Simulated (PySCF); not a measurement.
# Exercise with solution: oscillator strength and radiative lifetime

Si(All)(H)3 (C3H8Si), SMILES C=CC[SiH3].

The structure is a stationary point at B3LYP-D3(BJ)/def2-SVP. Other conformers were not sampled.

PySCF 2.14.0 with TDA-ωB97X/def2-SVPD puts the first singlet state with f over 0.02 at 7.28 eV (vertical), with the transition dipole (-1.051, -0.101, -0.220) in atomic units.

**Question.** Find the oscillator strength, the wavelength and the radiative lifetime that this transition would have in vacuum if emission retraced absorption.

**Answer.** 
|μ|² = 1.1632 au, so |μ| = 2.74 D. ΔE = 7.28/27.211 = 0.2675 hartree. f = (2/3) ΔE |μ|² = 0.207 (the program prints 0.208).
λ = 1239.84/7.28 = 170 nm; ν = 58717 cm⁻¹.
Einstein's coefficient A = 0.6670 ν² f s⁻¹ (ν in cm⁻¹) = 4.8e8 s⁻¹, so τ = 1/A = 2.1 ns. This state is S1. The figure is the radiative limit of this one transition; relaxation, internal conversion, crossing to triplets and a medium change what is measured.
